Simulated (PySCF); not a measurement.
Simulated outer-valence photoelectron spectrum of `F[SiH2]C(Cl)Cl`. Method: EOM-IP-CCSD/aug-cc-pVDZ in PySCF, restricted Hartree–Fock reference, 17 core orbitals frozen, non-relativistic, gas phase, PBE0-D3(BJ)/def2-SVP geometry.

Each root has a Gaussian of 0.4 eV full width with its one-hole share as area; cross sections and vibrations are left out, and the highest printed point is 100.

ionisation energy (eV), intensity and a bar:
```
     10.2          0 
     10.3          2 #
     10.4          9 ##
     10.5         23 #######
     10.6         43 #############
     10.7         57 #################
     10.8         54 ################
     10.9         36 ###########
     11.0         18 #####
     11.1         10 ###
     11.2         16 #####
     11.3         34 ##########
     11.4         52 ################
     11.5         59 ##################
     11.6         50 ###############
     11.7         42 #############
     11.8         51 ###############
     11.9         76 #######################
     12.0         98 #############################
     12.1        100 ##############################
     12.2         79 ########################
     12.3         47 ##############
     12.4         22 ######
     12.5         10 ###
     12.6         12 ####
     12.7         26 ########
     12.8         46 ##############
     12.9         57 #################
     13.0         51 ###############
     13.1         32 ##########
     13.2         14 ####
     13.3          5 #
     13.4          2 #
     13.5          6 ##
     13.6         17 #####
     13.7         36 ###########
     13.8         53 ################
     13.9         56 #################
     14.0         42 ############
     14.1         22 #######
     14.2          8 ##
     14.3          2 #
     14.4          0 
     14.5          0 
     14.6          1 
     14.7          4 #
     14.8         13 ####
     14.9         30 #########
     15.0         49 ###############
     15.1         58 #################
     15.2         48 ##############
     15.3         32 ##########
     15.4         26 ########
     15.5         37 ###########
     15.6         52 ################
     15.7         57 #################
     15.8         44 #############
     15.9         24 #######
     16.0          9 ###
     16.1          3 #
     16.2          0
```

Task: Where are the maxima, and how many lines lie under the curve?

Result: 7 maxima, at 10.7, 11.5, 12.1, 12.9, 13.9, 15.1 and 15.7 eV, from 8 lines. At this width some lines have no maximum of their own.

Task: List the lines with their holes.

Result: 
| E (eV) | leading hole (HF orbital) | area | Koopmans (eV) |
| --- | --- | --- | --- |
| 10.73 | HOMO | 0.96 | 11.69 |
| 11.48 | HOMO-1 | 0.95 | 12.42 |
| 11.98 | HOMO-2 | 0.95 | 12.91 |
| 12.14 | HOMO-3 | 0.95 | 13.19 |
| 12.92 | HOMO-4 | 0.95 | 13.77 |
| 13.87 | HOMO-5 | 0.94 | 15.17 |
| 15.09 | HOMO-6 | 0.95 | 16.13 |
| 15.68 | HOMO-7 | 0.94 | 17.10 |

The widest gap, 1.22 eV, lies between 13.87 and 15.09 eV. Only orbitals with −ε under 21 eV, eight at most, were ionised, so the high end of the curve may lack lines.

Conformer computed: `[F:1][SiH2:2][CH:3]([Cl:4])[Cl:5]`: F1–Si2–C3–Cl4 62°.

One conformer stands for the species.
